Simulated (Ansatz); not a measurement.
Program: Ansatz. Geometries: PBE0-D4/def2-TZVP. ΔE: electronic, gas phase. CCSD(T)/CBS adds triple-zeta CCSD(T) − MP2 to the extrapolated MP2 energy (def2 sets, frozen cores). This one scheme is used for every species. Functionals use def2-TZVPP. B3LYP here is the variant with VWN-RPA as its local correlation; programs differ in this. For Ga outer-core shells are correlated without core-valence functions, which leaves a few kJ/mol of doubt a bond. Scalar relativity is left out up to krypton. Each species was taken in one conformer, which may not be the lowest.

Reaction (formal hydrolysis of a Ga–S bond): `[OH][Ga]([SH])[Cl]` + H₂O → `[OH][Ga]([OH])[Cl]` + H₂S

`[OH][Ga]([SH])[Cl]`:

Cartesian coordinates in Å:
```
O -1.629 0.319 -0.809
Ga -0.095 0.021 0.022
S 1.695 -0.400 -1.137
Cl -0.058 0.087 2.160
H -2.358 0.494 -0.208
H 2.445 -0.521 -0.028
```

H₂O:

Z-matrix (Å, degrees):
```
O
H 1 0.960
H 1 0.960 2 105.1
```

`[OH][Ga]([OH])[Cl]`:

```xyz
6

O     1.112   -1.015    0.054
Ga   -0.084    0.272   -0.179
O    -1.511    0.338    0.859
Cl    0.162    1.746   -1.685
H     1.851   -0.968   -0.557
H    -1.528   -0.372    1.507
```

H₂S:

Z-matrix (Å, degrees):
```
S
H 1 1.341
H 1 1.341 2 92.3
```

**Question.** Is it downhill or uphill in electronic energy at CCSD(T)/CBS, and by how much? (An estimate is asked.)

**Answer.** Computed: Uphill: ΔE = +0.40 eV.

**Question.** What do these levels give: PBE-D4, r2SCAN-D4, ωB97X-V, ωB97M-V, B2PLYP, PBE, B3LYP, HF/def2-TZVPP, CCSD/def2-TZVPP, HF/def2-QZVPP, MP2/def2-QZVPP, HF/CBS(def2)? (An estimate is asked.)

**Answer.** Computed: PBE-D4 0.44, r2SCAN-D4 0.39, ωB97X-V 0.34, ωB97M-V 0.38, B2PLYP 0.33, PBE 0.41, B3LYP 0.34, HF/def2-TZVPP 0.31, CCSD/def2-TZVPP 0.32, HF/def2-QZVPP 0.29, MP2/def2-QZVPP 0.39, HF/CBS(def2) 0.29 eV.

Largest T1 diagnostic among the species: 0.013.

The D4 term adds +0.05 eV with B3LYP and +0.03 eV with PBE0; it sums over pairs of atoms, weighted by their polarisabilities, and B3LYP, whose exchange is more repulsive, gets the larger term.
